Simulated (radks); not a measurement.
Spherical quantum dot in the effective-mass picture: electrons in a well V = -V0 / (1 + exp((r - R)/a)) with V0 = 7.97, R = 6.87, a = 0.74, with a point charge +2 (a donor) at the centre, all in effective atomic units (hartree* = m*/eps^2 hartree, bohr* = eps/m* bohr), one dielectric constant everywhere. Calculated with a radial shooting solver with Libxc functionals: non-relativistic Kohn-Sham, PBEsol, spin-polarised, spherical densities. Levels are named by radial order and angular momentum (1s, 1p, 1d, 2s, ...), and open shells are averaged over m. Results are scaled to m* = 0.614 and eps = 14, for which hartree* = 85.24 meV and bohr* = 1.207 nm.

N = 19, configuration 1s2 1p6 1d(up 5, down 4) 2s2. This is the lowest configuration that the search found. Occupied and some empty levels:

level,occupation,eigenvalue (meV),<r> (nm)
1s up,1,-366.82,1.458
1s down,1,-366.78,1.441
2s up,1,-345.36,4.661
2s down,1,-344.75,4.672
1p up,3,-342.31,4.947
1p down,3,-341.66,4.943
1d up,5,-330.90,5.204
1d down,4,-330.22,5.202
1f up,0,-315.97,5.409
1f down,0,-315.28,5.409
1g up,0,-297.90,5.590
1g down,0,-297.21,5.590
2p up,0,-294.23,4.029
2p down,0,-293.84,4.023

Energy (meV): total -9885.74, kinetic 675.46, external -13673, Hartree 3573.0, exchange-correlation -461.10.

Electron density:

r (nm),n(r) (e/nm^3)
0.445,0.4932
0.941,0.1159
1.44,0.03184
1.93,0.01162
2.43,0.007845
2.92,0.009155
3.42,0.01250
3.92,0.01645
4.41,0.01952
4.91,0.02017
5.40,0.01747
5.90,0.01211
6.39,0.006356
6.89,0.002418
7.39,0.0006600
7.88,0.0001273
8.38,0.00001752
8.87,1.796e-06
9.37,1.482e-07
9.87,1.051e-08
